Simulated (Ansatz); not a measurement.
```yaml
crystal:
  periodic: [false, false, false]
  atoms:
    - {symbol: C, position_ang: [-2.832018, -1.673855, -1.566446]}
    - {symbol: C, position_ang: [-1.349238, -1.443174, -1.330752]}
    - {symbol: C, position_ang: [-1.116434, -0.339755, -0.330272]}
    - {symbol: O, position_ang: [0.297614, -0.182726, -0.162644]}
    - {symbol: C, position_ang: [0.681923, 0.760113, 0.698965]}
    - {symbol: O, position_ang: [-0.078212, 1.457298, 1.317576]}
    - {symbol: C, position_ang: [2.182288, 0.830793, 0.790425]}
    - {symbol: C, position_ang: [2.622879, 1.894864, 1.766090]}
    - {symbol: Cl, position_ang: [4.401441, 1.957202, 1.857411]}
    - {symbol: H, position_ang: [-3.318645, -0.773873, -1.951701]}
    - {symbol: H, position_ang: [-2.993372, -2.473356, -2.291385]}
    - {symbol: H, position_ang: [-3.342851, -1.956420, -0.642112]}
    - {symbol: H, position_ang: [-0.851438, -1.183489, -2.269797]}
    - {symbol: H, position_ang: [-0.875588, -2.359850, -0.966861]}
    - {symbol: H, position_ang: [-1.565596, -0.571556, 0.639600]}
    - {symbol: H, position_ang: [-1.541739, 0.609403, -0.668527]}
    - {symbol: H, position_ang: [2.584935, 1.023646, -0.207486]}
    - {symbol: H, position_ang: [2.561454, -0.151394, 1.084814]}
    - {symbol: H, position_ang: [2.253546, 1.694457, 2.769554]}
    - {symbol: H, position_ang: [2.279048, 2.881661, 1.463560]}
basis:
  gaussian: {orbitals: aug-cc-pVTZ, fitting: {mean_field: def2-universal-jkfit}}
magnetization: {spin_polarized: true, initial_magnetization: 1}
hamiltonian: {xc: {name: BLYP}, dispersion: d3bj}
scf: {lower_state_search: light}
output: {forces: true}
```

```sh
$ ansatz run in.yaml --threads 4 --pin off --events-out ev --progress --plain --max-ram 66560MiB --backend cuda --devices 0, --max-vram 37GiB
```

How does Ansatz answer? (Best estimate.)

Computed: The input was rejected before any iteration.
```
Error: a molecule whose nuclei and cores have a total charge of 80 cannot have a net charge of 0 together with 1 unpaired electrons
```
